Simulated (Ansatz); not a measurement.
Computed with Ansatz.

A structure relaxed at PBE0-D4/def2-TZVP, charge 0, multiplicity 1:

```csv
atom,x (Å),y (Å),z (Å)
C1,-0.3226,-1.3258,-1.5914
Zr2,-0.1424,-0.0187,0.2137
C3,1.1943,1.6922,-0.3209
N4,0.7957,-1.0966,1.6585
N5,-1.9559,0.6134,0.8784
H6,-1.0835,-2.1066,-1.4733
H7,-0.6037,-0.7228,-2.4655
H8,0.6211,-1.8297,-1.8327
H9,2.2278,1.3694,-0.4955
H10,1.2254,2.4636,0.4580
H11,0.8413,2.1714,-1.2441
H12,1.7127,-1.5075,1.5344
H13,0.4668,-1.3228,2.5865
H14,-2.8336,0.1242,0.7579
H15,-2.1435,1.4964,1.3361
```

Question: Give its formula and SMILES.

Answer: C2H10N2Zr, `[CH3][Zr]([CH3])([NH2])[NH2]`.

Question: Point group (tolerance 0.08 Å, 0.16 Å for H)?

Answer: Cs.

Question: Summarise the bond lengths by kind.

Answer: 2 × C–Zr 2.236 Å; 6 × C–H 1.097 to 1.098 Å; 2 × N–Zr 2.032 Å; 4 × H–N 1.010 to 1.013 Å.
